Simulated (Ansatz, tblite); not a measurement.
Species of one formula, Si5H12 (singlet), each relaxed with r2SCAN-D4/def2-SVP in Ansatz.

The xTB rows come from tblite. LC-ωPBE has ω = 0.4 bohr⁻¹. Correlated methods freeze 25 core orbitals.

Other spin states weren't relaxed.

A: n-SiSiSiSiSiH12 (Si5H12)

B: Si(SiH3)4 (Si₅H₁₂)

Task: Estimate their order by electronic energy at PBE-QIDH/def2-TZVP, counted from the lowest.

Result: B (0.0) < A (4.4), in kcal/mol.

Task: Do the other levels pick the same lowest one?

Result: All that were run do. Energies above each level's lowest (kcal/mol):

```tsv
level	A	B
GFN1-xTB	4.8	0.0
GFN2-xTB	0.3	0.0
HF/STO-3G	3.1	0.0
HF/def2-SVP	4.9	0.0
HF/def2-TZVP	3.6	0.0
LDA (SPW92)/def2-TZVP	2.5	0.0
PBE-D4/def2-SVP	3.9	0.0
PBE-D4/def2-TZVP	3.6	0.0
r2SCAN-D4/def2-TZVP	3.9	0.0
PBE0-D4/def2-SVP	4.4	0.0
PBE0-D4/def2-TZVP	3.7	0.0
LC-ωPBE/def2-TZVP	3.3	0.0
PBE-QIDH/def2-TZVP	4.4	0.0
MP2/def2-SVP	6.3	0.0
MP2/def2-TZVP	5.5	0.0
CCSD/def2-SVP	4.9	0.0
CCSD(T)/def2-SVP	5.0	0.0
```
Point groups (tolerance 0.1 Å): A C2, B not assigned.
